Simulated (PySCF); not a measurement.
Isomers of C3H5GeNO, mass 144.958 u with the commonest isotopes. Method used: PBE0-D3(BJ)/def2-SVP geometry optimisation, gas phase (PySCF 2.14.0). One conformer each, none proved a minimum here; rigid rotors.

Question: Order these by rotational constant A, smallest first.
A. `[CH2:1]=[CH:2][O:3][GeH2:4][C:5]#[N:6]` with C1–C2–O3–Ge4 -153°, C2–O3–Ge4–C5 -47°
B. `[NH2:1][GeH2:2][C:3]#[C:4][CH:5]=[O:6]` with H–N1–Ge2–C3 -63° and 63°
C. `[GeH3][c]1ccno1`

Answer: A (3819 MHz), B (8180 MHz), C (8802 MHz).

Question: Order these by rotational constant B, largest first.
A. `[NH2:1][GeH2:2][C:3]#[C:4][CH:5]=[O:6]` with H–N1–Ge2–C3 -63° and 63°
B. `[CH2:1]=[CH:2][O:3][GeH2:4][C:5]#[N:6]` with C1–C2–O3–Ge4 -153°, C2–O3–Ge4–C5 -47°
C. `[GeH3][c]1ccno1`

Answer: B (1533 MHz), C (1246 MHz), A (794.1 MHz).

Question: Order these by out-of-plane moment Σ m c² = (Ia + Ib − Ic)/2, largest first.
A. `[NH2:1][GeH2:2][C:3]#[C:4][CH:5]=[O:6]` with H–N1–Ge2–C3 -63° and 63°
B. `[CH2:1]=[CH:2][O:3][GeH2:4][C:5]#[N:6]` with C1–C2–O3–Ge4 -153°, C2–O3–Ge4–C5 -47°
C. `[GeH3][C]1=CC=NO1`

Answer: B (7.21 u·Å²), A (4.66 u·Å²), C (3.19 u·Å²).

| SMILES | point group | Ia (u·Å²) | Ib (u·Å²) | Ic (u·Å²) | κ | μa (D) | μb (D) | μc (D) |
| --- | --- | --- | --- | --- | --- | --- | --- | --- |
| [GeH3][c]1ccno1 | near Cs | 57.42 | 405.68 | 456.72 | -0.96 | 1.41 | 2.49 | 0.00 |
| [NH2][GeH2][C]#CC=O | Cs | 61.78 | 636.45 | 688.91 | -0.98 | 1.79 | 0.84 | 0.01 |
| C=C[O][GeH2][C]#N | C1 | 132.34 | 329.70 | 447.63 | -0.70 | 0.41 | 2.65 | 0.85 |
